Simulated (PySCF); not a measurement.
## Fractional electron number in Tl²⁺ (thallium, charge +2)

The 6s alpha orbital of [Xe] 4f14 5d10 6s1 is emptied in steps (occupation f), with all orbitals relaxed, ending at [Xe] 4f14 5d10. All numbers are calculated (PySCF 2.14, scalar relativity through the core potential, in aug-cc-pVDZ-PP with ECP60MDF (5s4p3d, 32 functions)). The exact energy is a straight line in f; departures are measured from the line between the end points of the same method.

| f | UHF (eV) | LDA (eV) | PBE (eV) | PBE0 (eV) | r2SCAN (eV) | LC-wPBE (eV) | BHandHLYP (eV) | wB97X (eV) | MN15 (eV) | CAM-B3LYP (eV) |
| --- | --- | --- | --- | --- | --- | --- | --- | --- | --- | --- |
| 1 | 0.000 | 0.000 | 0.000 | 0.000 | 0.000 | 0.000 | 0.000 | 0.000 | 0.000 | 0.000 |
| 0.75 | 0.041 | -0.864 | -0.859 | -0.628 | -0.776 | -0.106 | -0.425 | -0.168 | -0.476 | -0.392 |
| 0.5 | 0.053 | -1.154 | -1.149 | -0.839 | -1.038 | -0.143 | -0.569 | -0.220 | -0.630 | -0.525 |
| 0.25 | 0.039 | -0.866 | -0.865 | -0.631 | -0.779 | -0.109 | -0.429 | -0.161 | -0.465 | -0.395 |
| 0 | 0.000 | 0.000 | 0.000 | 0.000 | 0.000 | 0.000 | 0.000 | 0.000 | 0.000 | 0.000 |

Question: For PBE0, how does the orbital energy at f = 1 compare with the removal energy?

Answer: −ε = 26.607 eV against a total-energy difference of 29.948 eV. By Janak's theorem ε = ∂E/∂f, so the gap between them reflects the curvature. Along the path −ε is 28.268 (f = 0.75), 29.940 (f = 0.5), 31.625 (f = 0.25) eV.

```json
{"method": "UHF", "E(f=0) − E(f=1) (eV)": "28.184", "−ε at f=1 (eV)": "28.406", "−ε at f=0.5 (eV)": "28.179"}
{"method": "LDA", "E(f=0) − E(f=1) (eV)": "30.714", "−ε at f=1 (eV)": "26.113", "−ε at f=0.5 (eV)": "30.710"}
{"method": "PBE", "E(f=0) − E(f=1) (eV)": "30.281", "−ε at f=1 (eV)": "25.717", "−ε at f=0.5 (eV)": "30.266"}
{"method": "PBE0", "E(f=0) − E(f=1) (eV)": "29.948", "−ε at f=1 (eV)": "26.607", "−ε at f=0.5 (eV)": "29.940"}
{"method": "r2SCAN", "E(f=0) − E(f=1) (eV)": "30.118", "−ε at f=1 (eV)": "26.001", "−ε at f=0.5 (eV)": "30.114"}
{"method": "LC-wPBE", "E(f=0) − E(f=1) (eV)": "29.735", "−ε at f=1 (eV)": "29.166", "−ε at f=0.5 (eV)": "29.728"}
{"method": "BHandHLYP", "E(f=0) − E(f=1) (eV)": "29.686", "−ε at f=1 (eV)": "27.429", "−ε at f=0.5 (eV)": "29.676"}
{"method": "wB97X", "E(f=0) − E(f=1) (eV)": "29.481", "−ε at f=1 (eV)": "28.574", "−ε at f=0.5 (eV)": "29.500"}
{"method": "MN15", "E(f=0) − E(f=1) (eV)": "30.255", "−ε at f=1 (eV)": "27.704", "−ε at f=0.5 (eV)": "30.284"}
{"method": "CAM-B3LYP", "E(f=0) − E(f=1) (eV)": "30.101", "−ε at f=1 (eV)": "28.019", "−ε at f=0.5 (eV)": "30.092"}
```

Reference removal energy between the ground levels: 29.852 eV (measured; NIST Atomic Spectra Database, ionization energies). UHF lacks correlation.
